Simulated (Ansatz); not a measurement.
Molecule: YI$_{2}$ (charge 0, doublet). The spin state was set by rule; other spins were not relaxed. 
Coordinates optimised at B3LYP-D3(BJ)/def2-TZVP (Ansatz, a first-principles code):
```xyz
3

Y      0.8137    -0.0105    -0.0018
I     -0.2771     2.0053    -1.6378
I     -0.3216    -1.9975     1.6391
```
Charge 0, spin multiplicity 2.

Wanted: vertical ionisation energy (to the singlet state of charge +1; each state is the SCF solution reached for its spin), in eV. Valence correlation only, unless marked. UHF or UKS for open shells. Spin-orbit coupling is left out. The frozen core is the preceding noble-gas configuration, with the filled d and f shells of earlier blocks. Past Kr the def2 sets carry scalar-relativistic core potentials. CBS marks a two-point X^-3 extrapolation of the correlation energy; Hartree-Fock from the larger set. [CCSD(T)-MP2]/basis is that difference in the basis named.

| level | program | vertical ionisation energy (eV) | minus last row |
|---|---|---|---|
| PBE/def2-TZVPD | Ansatz | 6.50 | 0.07 |
| PBE0/def2-TZVPD | Ansatz | 6.62 | 0.19 |
| CAM-B3LYP/def2-TZVPD | Ansatz | 6.79 | 0.36 |
| wB97M-V/def2-TZVPD | Ansatz | 6.66 | 0.23 |
| B2PLYP/def2-TZVPD | Ansatz | 6.51 | 0.08 |
| MP2/def2-TZVPPD | Ansatz | 6.35 | -0.08 |
| SCS-MP2/def2-TZVPPD | Ansatz | 6.32 | -0.11 |
| CCSD/def2-SVPD | Ansatz | 6.43 | 0.00 |
| CCSD(T)/def2-TZVPPD | Ansatz | 6.39 | -0.04 |
| RI-MP2/CBS(def2-TZVPPD,def2-QZVPPD)+[CCSD(T)-MP2]/def2-TZVPPD | Ansatz | 6.43 | 0.00 |
